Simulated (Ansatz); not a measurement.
**Question.** Name a neutral molecule of F, Ga, O, Si and H with ideal-gas entropy at 298 K and 1 bar (rigid rotor, harmonic PBE0-D4/def2-TZVP) between 339 and 355 J/(mol·K) and LUMO energy (B3LYP/def2-TZVPP) between -1.05 and -0.75 eV (Ansatz, PBE0-D4/def2-TZVP geometry).

**Answer.** `O[SiH](F)[O][GaH2]` (353 J/(mol·K), -0.95 eV). Other molecules can fit too; these were computed, each in one conformer that needn't be the lowest.

B3LYP here is the variant with VWN-RPA as its local correlation; programs differ in this.
